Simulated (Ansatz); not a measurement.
Gas-phase electronic energies from Ansatz, PBE0-D4/def2-TZVP geometries. CCSD(T)/CBS adds triple-zeta CCSD(T) − MP2 to the extrapolated MP2 energy (def2 sets, frozen cores). DFT in def2-TZVPP. Each species was taken in one conformer, which may not be the lowest.

Reaction (isomerisation): `BS[SiH2]OC` → `BO[SiH2]SC`

```csv
level,ΔE (kJ/mol)
r2SCAN,-80.6
CCSD(T)/def2-TZVPP,-82.7
```

Problem. What does CCSD(T)/CBS give? (Estimate.)

Solution. Computed: -85.3 kJ/mol. The listed levels differ from it by 4.7, 2.6 kJ/mol.

Largest T1 diagnostic among the species: 0.013.

CCSD(T)/CBS has its own doubt, a few kJ/mol and more with outer-core shells, so smaller differences from it don't rank the levels.
